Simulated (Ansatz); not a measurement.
```yaml
crystal:
  periodic: [true, true, true]
  atoms:
    - {symbol: C, position_ang: [-1.318828, 0.605756, -0.765329]}
    - {symbol: Si, position_ang: [-0.305547, -0.671058, 0.145292]}
    - {symbol: B, position_ang: [1.029438, -0.196946, 1.471360]}
    - {symbol: P, position_ang: [1.952866, -0.979465, 0.074368]}
    - {symbol: H, position_ang: [-1.341244, 0.390872, -1.835961]}
    - {symbol: H, position_ang: [-2.347717, 0.596303, -0.395220]}
    - {symbol: H, position_ang: [-0.907477, 1.605188, -0.616761]}
    - {symbol: H, position_ang: [-0.802376, -2.050197, -0.078261]}
    - {symbol: H, position_ang: [1.266726, 0.603806, 2.315100]}
    - {symbol: H, position_ang: [2.857358, 0.044639, -0.311586]}
basis:
  gaussian: {orbitals: def2-mTZVPP, fitting: {mean_field: def2-universal-jkfit}}
hamiltonian: {xc: {name: B97M-V}}
```

```sh
$ ansatz run in.yaml --threads 2 --pin off --events-out ev --progress --plain --max-ram 4352MiB
```

It prints (some lines left out):

```
Error: YAML parse error: error: line 2 column 3: crystal: missing field `lattice` (a structure is typed as `lattice` and `atoms`, a molecule's as `atoms` in Å alone, or read from a run's directory, `checkpoint`)
 --> <input>:2:3
1 | crystal:
2 |   periodic: [true, true, true]
3 |   atoms:
4 |     - {symbol: C, position_ang: [-1.318828, 0.605756, -0.765329]}
```

Problem. Something in this input is off. What?

Solution. The molecule is marked periodic without a cell. The input was rejected before any iteration.
